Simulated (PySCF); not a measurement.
SiI₄, SMILES I[Si](I)(I)I. Atoms are numbered in the order given.

```xyz
5

I      1.4149    -1.4149     1.4149
Si     0.0000     0.0000     0.0000
I     -1.4149    -1.4149    -1.4149
I     -1.4149     1.4149     1.4149
I      1.4149     1.4149    -1.4149
```

Geometry: r2SCAN-D4/def2-SVP. The isomer is the one that the SMILES or the coordinates give; other isomers of the formula were not compared. The def2 effective core potentials stand for the cores of I; spin–orbit coupling is left out.

The numbers are results of ωB97X/def2-TZVP (PySCF), not measurements.

ESP charges are fitted to the potential on shells at 1.4 to 2.0 van der Waals radii. Atomic charges (e):

| atom | Mulliken | ESP fit |
|---|---|---|
| I1 | -0.03 | 0.11 |
| Si2 | 0.13 | -0.44 |
| I3 | -0.03 | 0.11 |
| I4 | -0.03 | 0.11 |
| I5 | -0.03 | 0.11 |

Task: Give the Mayer and Wiberg (Löwdin basis) orders of the bonds. (An estimate is asked for; the answer gives what the named calculation found.)

Result: 
```
bond    Mayer  Wiberg
------  -----  ------
I1–Si2   1.22    1.66
Si2–I3   1.22    1.66
Si2–I4   1.22    1.66
Si2–I5   1.22    1.66
```
